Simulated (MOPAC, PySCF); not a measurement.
Torsion B1–O2–C3–H6 in CH5BO (SMILES BOC); at each angle all else is relaxed with GFN2-xTB, and the levels are single points there.
Geometry at 120° (charge 0, multiplicity 1):
```
atom    x (Å)    y (Å)    z (Å)
----  -------  -------  -------
B      1.3373  -0.0863   0.2355
O      0.1362   0.3061   0.6187
C     -1.0485   0.0881  -0.1034
H      1.5216  -0.6685  -0.7771
H      2.2116   0.1822   0.9673
H     -1.7313  -0.5013   0.5135
H     -1.5116   1.0548  -0.3157
H     -0.8613  -0.4395  -1.0430
```

On the grid 0° to 120°, 60° is the highest and 120° the lowest point at MP2/CBS(cc-pVTZ, cc-pVQZ) + ΔCCSD(T)/cc-pVTZ.

Rows in 6-31G* carry no dispersion term and start afresh at each structure (6-31G* with six Cartesian d functions). The state that AM1, PM3 reach isn't checked.

Codes used: MOPAC for AM1, PM3 (differences of heats of formation); PySCF for 6-31G* rows. 

**Question.** One of these levels gives 1.05 kcal/mol for the energy at 60° less that at 120°. Which one is it?
A. B3LYP/6-31G*
B. PM3
C. AM1

**Answer.** A, B3LYP/6-31G*. The others give 0.05 (AM1), 0.47 (PM3)
